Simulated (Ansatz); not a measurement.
Cost and result for the atomization energy of H5NOSiZn (`O[SiH2][NH][ZnH]`) (9 atoms, 8 bonds).

Cartesian coordinates in Å:
```
O -0.843 -1.014 0.400
Si -0.427 0.567 0.753
N 0.660 0.845 -0.505
Zn 0.930 -0.690 -1.498
H -1.029 -1.609 1.127
H -1.627 1.450 0.752
H 0.126 0.578 2.141
H 0.952 1.764 -0.793
H 1.258 -1.891 -2.377
```

Total charge 0; spin multiplicity 1. For Zn the d shell is correlated and the shells below it are frozen. Scalar relativity is left out up to krypton. Geometry: relaxed with PBE0-D4/def2-TZVP. It is one conformer, not always the lowest. Program: Ansatz. All runs use 4 threads of an Arm Neoverse V1 on a shared host. Times are those of one run each, without the atoms' runs, and a repeat can differ threefold. Electronic energies, without spin–orbit coupling; frozen cores. CCSD(T)/CBS adds CCSD(T) − MP2 in def2-TZVPP to the MP2 limit, and its time is that of the two runs behind it. T1 = 0.014. With those shells the extrapolation isn't a true limit. B3LYP takes the VWN-RPA correlation (the form of Gaussian; ORCA's B3LYP/G).

CCSD(T)/CBS is a level of theory with its own doubt, some kJ/mol a heavy atom from the limit and from the frozen cores, so smaller differences don't rank the functionals.

```json
{"level": "PBE-D4/def2-TZVPP (with forces)", "functions": "238", "atomization (kcal/mol)": "665.4", "difference from CCSD(T)/CBS": "-1.5", "per bond": "-0.2"}
{"level": "CCSD(T)/CBS(def2)", "functions": "–", "atomization (kcal/mol)": "666.9", "difference from CCSD(T)/CBS": "0.0", "per bond": "0.0"}
{"level": "ωB97M-V/def2-TZVPP (with forces)", "functions": "238", "atomization (kcal/mol)": "667.3", "difference from CCSD(T)/CBS": "0.4", "per bond": "0.0"}
{"level": "PBE0-D4/def2-TZVPP", "functions": "238", "atomization (kcal/mol)": "654.7", "difference from CCSD(T)/CBS": "-12.2", "per bond": "-1.5"}
{"level": "B2PLYP/def2-TZVPP", "functions": "238", "atomization (kcal/mol)": "654.8", "difference from CCSD(T)/CBS": "-12.1", "per bond": "-1.5"}
{"level": "r2SCAN-D4/def2-TZVPP (with forces)", "functions": "238", "atomization (kcal/mol)": "665.1", "difference from CCSD(T)/CBS": "-1.8", "per bond": "-0.2"}
{"level": "ωB97X-V/def2-TZVPP", "functions": "238", "atomization (kcal/mol)": "670.5", "difference from CCSD(T)/CBS": "3.6", "per bond": "0.4"}
{"level": "CCSD(T)/def2-TZVPP", "functions": "238", "atomization (kcal/mol)": "645.4", "difference from CCSD(T)/CBS": "-21.5", "per bond": "-2.7"}
{"level": "B3LYP-D4/def2-TZVPP (with forces)", "functions": "238", "atomization (kcal/mol)": "659.7", "difference from CCSD(T)/CBS": "-7.2", "per bond": "-0.9"}
{"level": "MP2/def2-QZVPP", "functions": "434", "atomization (kcal/mol)": "670.7", "difference from CCSD(T)/CBS": "3.8", "per bond": "0.5"}
```

Question: Order the runs by time, with rough figures. (Estimate.)

Answer: Ansatz gave: PBE-D4/def2-TZVPP (with forces) 2.5 s; PBE0-D4/def2-TZVPP 3.2 s; B3LYP-D4/def2-TZVPP (with forces) 5 s; r2SCAN-D4/def2-TZVPP (with forces) 5.5 s; B2PLYP/def2-TZVPP 6 s; ωB97X-V/def2-TZVPP 8.5 s; ωB97M-V/def2-TZVPP (with forces) 12 s; MP2/def2-QZVPP 18 s; CCSD(T)/def2-TZVPP 2.2 min; CCSD(T)/CBS(def2) 2.5 min.

From PBE to PBE0 (25 % exact exchange), in def2-TZVPP and without D4, the atomization energy moves by −10.0 kcal/mol: exact exchange takes away binding that semilocal exchange gives to molecules. The D4 term adds +7.3 kcal/mol with B3LYP and +3.8 kcal/mol with PBE0; it sums over pairs of atoms, weighted by their polarisabilities, and B3LYP, whose exchange is more repulsive, gets the larger term. In def2-TZVPP, CCSD(T) changes the Hartree–Fock value by +184.6 kcal/mol (the triples alone add +9.7 kcal/mol) and MP2 by +196.6 kcal/mol; breaking electron pairs costs correlation energy, which Hartree–Fock lacks.
